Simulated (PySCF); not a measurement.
H₄OSe₂Si.

```xyz
8

Se    -0.4235     0.3513     0.8581
Se     1.1397     1.0468    -0.6802
H      2.3323     0.8751     0.1759
O     -0.4396    -1.4514     0.6578
Si    -1.3190    -2.1271    -0.6123
H     -2.7646    -1.7679    -0.5024
H     -1.1386    -3.5996    -0.4851
H     -0.7955    -1.6534    -1.9280
```
Charge 0, spin multiplicity 1.

Geometry optimised at PBE0-D3(BJ)/def2-SVP. Other conformers were not sampled.

All values below come from PBE/pcSseg-1 run with PySCF. Non-relativistic, no solvent.

Computed absolute GIAO shielding of each atom: isotropic value and principal components (ppm):
```csv
atom,σ(iso),σ11,σ22,σ33,span
Se1,140.5,-824.7,-251.8,1498.1,2322.9
Se2,1378.5,689.0,1480.0,1966.5,1277.5
H3,26.1,17.1,22.6,38.6,21.4
O4,318.8,150.8,288.2,517.3,366.5
Si5,359.8,295.1,331.1,453.2,158.1
H6,26.4,23.0,24.6,31.6,8.6
H7,26.1,22.5,24.0,31.8,9.3
H8,26.1,22.1,26.2,30.2,8.1
```
